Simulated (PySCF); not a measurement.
Precursor series Ti Cl-OH. Isolated molecules, 0 K electronic values unless said otherwise. One relaxed conformer stands for each flexible species; it need not be the lowest.

All values below come from PBE-D3(BJ)/def2-TZVP // BP86-D3(BJ)/def2-SVP in PySCF. 

| species | HOMO (eV) | LUMO (eV) | coordination number | charge on the central atom (meta-Löwdin) (e) |
|---|---|---|---|---|
| 0 of 4 Cl replaced by OH ([Ti(Cl)4]) | (withheld) | -4.62 | 4 | 1.02 |
| 1 of 4 Cl replaced by OH ([Ti(Cl)3(OH)]) | -7.83 | (withheld) | 4 | (withheld) |
| 2 of 4 Cl replaced by OH ([Ti(Cl)2(OH)2]) | -7.44 | -3.41 | 4 | 1.20 |
| 3 of 4 Cl replaced by OH ([Ti(Cl)(OH)3]) | -7.19 | -2.86 | 4 | 1.28 |
| 4 of 4 Cl replaced by OH ([Ti(OH)4]) | (withheld) | (withheld) | 4 | 1.35 |

Some entries are withheld; supply them.


- 0 of 4 Cl replaced by OH ([Ti(Cl)4]), HOMO (eV): -8.26
- 1 of 4 Cl replaced by OH ([Ti(Cl)3(OH)]), LUMO (eV): -4.02
- 1 of 4 Cl replaced by OH ([Ti(Cl)3(OH)]), charge on the central atom (meta-Löwdin) (e): 1.11
- 4 of 4 Cl replaced by OH ([Ti(OH)4]), HOMO (eV): -7.30
- 4 of 4 Cl replaced by OH ([Ti(OH)4]), LUMO (eV): -2.22
